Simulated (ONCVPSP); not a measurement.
Reading a pseudo-wave (Be (Z = 4))

Columns: radius, all-electron u(r) and pseudo u(r) of the 2s shell (level -9.38 eV) of beryllium in the configuration [He] 2s1.5; BLYP, scalar-relativistic, ONCV scheme, ONCVPSP 4.0.1.

```json
{"r (bohr)": "0.105", "all-electron": "-0.2213", "pseudo": "0.0308"}
{"r (bohr)": "0.210", "all-electron": "-0.2771", "pseudo": "0.0622"}
{"r (bohr)": "0.315", "all-electron": "-0.2439", "pseudo": "0.0953"}
{"r (bohr)": "0.420", "all-electron": "-0.1652", "pseudo": "0.1316"}
{"r (bohr)": "0.525", "all-electron": "-0.0657", "pseudo": "0.1722"}
{"r (bohr)": "0.630", "all-electron": "0.0399", "pseudo": "0.2172"}
{"r (bohr)": "0.735", "all-electron": "0.1432", "pseudo": "0.2654"}
{"r (bohr)": "0.840", "all-electron": "0.2395", "pseudo": "0.3153"}
{"r (bohr)": "0.945", "all-electron": "0.3261", "pseudo": "0.3660"}
{"r (bohr)": "1.050", "all-electron": "0.4019", "pseudo": "0.4167"}
{"r (bohr)": "1.155", "all-electron": "0.4666", "pseudo": "0.4670"}
{"r (bohr)": "1.260", "all-electron": "0.5209", "pseudo": "0.5153"}
{"r (bohr)": "1.365", "all-electron": "0.5654", "pseudo": "0.5594"}
{"r (bohr)": "1.470", "all-electron": "0.6007", "pseudo": "0.5967"}
{"r (bohr)": "1.575", "all-electron": "0.6273", "pseudo": "0.6254"}
{"r (bohr)": "1.680", "all-electron": "0.6460", "pseudo": "0.6454"}
{"r (bohr)": "1.785", "all-electron": "0.6575", "pseudo": "0.6574"}
{"r (bohr)": "1.890", "all-electron": "0.6628", "pseudo": "0.6628"}
{"r (bohr)": "1.995", "all-electron": "0.6626", "pseudo": "0.6626"}
{"r (bohr)": "2.100", "all-electron": "0.6578", "pseudo": "0.6577"}
{"r (bohr)": "2.205", "all-electron": "0.6490", "pseudo": "0.6490"}
{"r (bohr)": "2.310", "all-electron": "0.6369", "pseudo": "0.6369"}
{"r (bohr)": "2.415", "all-electron": "0.6221", "pseudo": "0.6221"}
{"r (bohr)": "2.520", "all-electron": "0.6052", "pseudo": "0.6052"}
{"r (bohr)": "2.625", "all-electron": "0.5866", "pseudo": "0.5866"}
{"r (bohr)": "2.730", "all-electron": "0.5666", "pseudo": "0.5666"}
```

Problem. How many radial nodes do the two functions have?

Solution. The all-electron 2s function has n − l − 1 = 1; the pseudo-wave has 0, since the states of the same l below it are removed with the core.

Problem. At about which radius was the pseudo-wave matched?

Solution. 2.05 bohr. The columns agree to 0.0005 from 1.78 bohr on; several derivatives are matched, so the curves merge somewhat inside the radius.

Problem. Where does each function peak?

Solution. Outermost all-electron maximum near 1.89 bohr, pseudo maximum near 1.89 bohr (to the table’s step).

Problem. Is the pseudo-wave norm-conserving?

Solution. Yes: the ONCV scheme keeps the norm inside the radius equal to the all-electron one, which fixes the energy derivative of the logarithmic derivative at the level.
